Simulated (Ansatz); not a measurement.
Geometry optimisation, Ansatz 0.2.0, RKS PBE/def2-SVP.

The input (input.yaml):

```yaml
crystal:
  periodic: [false, false, false]
  atoms:
    - { symbol: Ta, position_ang: [-0.573276, -0.423598, -0.189431] }
    - { symbol: "N", position_ang: [2.750061, 0.001101, -0.225481] }
    - { symbol: H, position_ang: [3.19256, 0.072705, 0.700012] }
    - { symbol: H, position_ang: [3.480784, 0.211926, -0.916626] }
    - { symbol: O, position_ang: [0.042595, -0.15104, 1.638367] }
    - { symbol: H, position_ang: [0.010869, -0.900172, 2.265404] }
    - { symbol: "N", position_ang: [-0.177684, 0.095218, -2.080163] }
    - { symbol: H, position_ang: [0.27999, -0.593872, -2.690104] }
    - { symbol: H, position_ang: [-0.016604, 1.033734, -2.457426] }
    - { symbol: "N", position_ang: [-1.156471, 1.487738, -0.030182] }
    - { symbol: H, position_ang: [-1.059193, 2.000634, 0.854453] }
    - { symbol: H, position_ang: [-1.36615, 2.146602, -0.787493] }
    - { symbol: Cl, position_ang: [-2.575968, -1.614517, -0.191138] }
    - { symbol: F, position_ang: [0.602356, -1.946435, -0.439379] }
    - { symbol: H, position_ang: [2.505032, -1.006324, -0.345013] }
basis:
  gaussian: { orbitals: def2-SVP }
hamiltonian:
  xc: pbe
relax:
  f_tol: 0.03
  max_steps: 50
```

Run as:

```bash
$ ansatz run input.yaml --threads 4 --pin off --max-ram 5120MiB --backend cpu --events-out ev --progress --plain --runs-dir out
```

Where does it end, and by what steps?

It converged. After 18 steps the energy has fallen by 0.768 eV; H4 moved furthest, 1.33 Å. Joined: Ta1–N2 (3.35 → 2.34 Å).

```
step  energy less start (eV)  largest force component (eV/Å)  accepted
   0                  0.0000                           0.520       yes
   1                 -0.0701                           0.795       yes
   2                 -0.1682                           1.224       yes
   3                 -0.3555                           1.122       yes
   4                 -0.5301                           0.958       yes
   5                 -0.5968                           1.316       yes
   6                 -0.6422                           1.452       yes
   7                 -0.6635                           0.613       yes
   8                 -0.7330                           0.245       yes
   9                 -0.7480                           0.219       yes
  10                 -0.7384                           0.278        no
  11                 -0.7541                           0.074       yes
  12                 -0.7573                           0.112       yes
  13                 -0.7605                           0.139       yes
  14                 -0.7638                           0.108       yes
  15                 -0.7656                           0.092       yes
  16                 -0.7664                           0.069       yes
  17                 -0.7673                           0.042       yes
  18                 -0.7675                           0.030       yes
```

```xyz
15
Properties=species:S:1:pos:R:3
Ta -0.104 -0.491 -0.236
N 2.175 0.000 -0.058
H 2.371 0.001 0.955
H 2.453 0.910 -0.446
O 0.258 -0.482 1.719
H -0.412 -0.785 2.358
N -0.149 -0.053 -2.218
H 0.106 -0.772 -2.907
H -0.432 0.796 -2.719
N -0.470 1.491 -0.099
H -0.560 1.950 0.814
H -0.564 2.189 -0.843
Cl -2.229 -1.478 0.139
F 0.752 -2.126 -0.854
H 2.743 -0.738 -0.497
```

Whether the end is a true minimum wasn't checked by a vibrational analysis.

The run took 25 s on 4 threads of AMD EPYC 9R45 96-Core Processor (Zen 5), with other jobs on the host, peak memory 0.27 GiB.
